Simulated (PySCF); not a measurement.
Start geometry of `FC(O[C@@H]1[C@@H](CCC1)C)(F)F` from GFN2-xTB (Å):
```
atom  x, y, z in Å
C1    -1.0112    1.8755    0.2745
C2    -0.9908    0.5609   -0.4899
C3    -1.5743   -0.6285    0.2723
C4    -1.1261   -1.8256   -0.5621
C5     0.2862   -1.4554   -1.0432
C6     0.4181    0.0649   -0.8536
O7     1.3100    0.3504    0.2611
C8     2.5461    0.6270   -0.0563
F9     3.2657    0.8264    1.0437
F10    3.1746   -0.3415   -0.7591
F11    2.6863    1.7370   -0.8146
H12   -0.5033    1.7669    1.2285
H13   -2.0387    2.1793    0.4584
H14   -0.5142    2.6564   -0.2968
H15   -1.5368    0.6809   -1.4315
H16   -2.6562   -0.5690    0.3722
H17   -1.1274   -0.6699    1.2656
H18   -1.7912   -1.9468   -1.4183
H19   -1.1327   -2.7536    0.0058
H20    0.4455   -1.7340   -2.0836
H21    1.0459   -1.9541   -0.4424
H22    0.8141    0.5721   -1.7371
```

Task: What comes out of this run: PySCF, PBE0-D3(BJ)/def2-SVP geometry optimisation, gas phase?

Result: 
```
atom  x, y, z in Å
C1    -0.7170    2.1135   -0.0845
C2    -0.8453    0.7136   -0.6520
C3    -1.6402   -0.2810    0.2006
C4    -1.2558   -1.6715   -0.3375
C5     0.0473   -1.4644   -1.1419
C6     0.4708   -0.0277   -0.8638
O7     1.2030    0.0400    0.3775
C8     2.5247    0.1441    0.3009
F9     3.0182    0.1763    1.5258
F10    3.0892   -0.8827   -0.3524
F11    2.9162    1.2560   -0.3395
H12   -0.2364    2.0879    0.9046
H13   -1.7057    2.5830    0.0287
H14   -0.1101    2.7596   -0.7375
H15   -1.3138    0.7673   -1.6521
H16   -2.7227   -0.0877    0.1690
H17   -1.3220   -0.1756    1.2503
H18   -2.0463   -2.0821   -0.9834
H19   -1.1177   -2.3922    0.4810
H20   -0.1336   -1.5701   -2.2227
H21    0.8485   -2.1685   -0.8808
H22    1.0873    0.4151   -1.6605
```

The energy falls by 9.0 kJ/mol over 25 energy and gradient evaluations, the largest force component goes from 0.0357 to 7.7e-05 Eh/bohr, and the atoms move by 0.322 Å rms after alignment. The bond that changes most is O7–C8 (ether oxygen to CF3 carbon), which lengthens by 0.022 Å. Bonds longer at the end by more than 0.005 Å: 14 of 22; shorter: 6. Among the angles that change most is C4–C5–H21, from 111.0° to 113.9°. Among the dihedrals that turn most is H18–C4–C5–H20, from -21° to 12°. Rotational constants go from 1872, 757.9, 634.2 to 1788, 787.4, 661.4 MHz. The orientation of the end geometry is arbitrary; only internal coordinates are fixed.

The run used 209 basis functions and 151 SCF cycles in all. Cost: about 24 min of CPU time on one thread; the machine was shared, so the figure is rough.

Not checked by PBE0-D3(BJ)/def2-SVP frequencies. The numbers are those of one conformer.
